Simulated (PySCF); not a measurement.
SeCl3, SMILES Cl[Se+](Cl)Cl, charge +1. Heavy atoms are numbered as in [Se+:1]([Cl:2])([Cl:3])[Cl:4].

Geometry: PBE0-D3(BJ)/def2-SVP. The spin state was assumed, not searched. The isomer is the one that the SMILES or the coordinates give; other isomers of the formula were not compared.

All values below come from M06-2X/def2-TZVPD (PySCF).

Mulliken values depend strongly on the basis, most of all with diffuse functions as here. ESP charges are fitted to the potential on shells at 1.4 to 2.0 van der Waals radii. Atomic charges (e), one atom of each kind:

```csv
atom,Mulliken,ESP fit,IAO
Se1,0.80,0.54,?
Cl2,0.07,0.15,?
```

Q: Some entries are withheld; supply them. (The exact figures need the calculation; the answer reports its results.)

A: 
- Se1, IAO: 1.13
- Cl2, IAO: -0.04
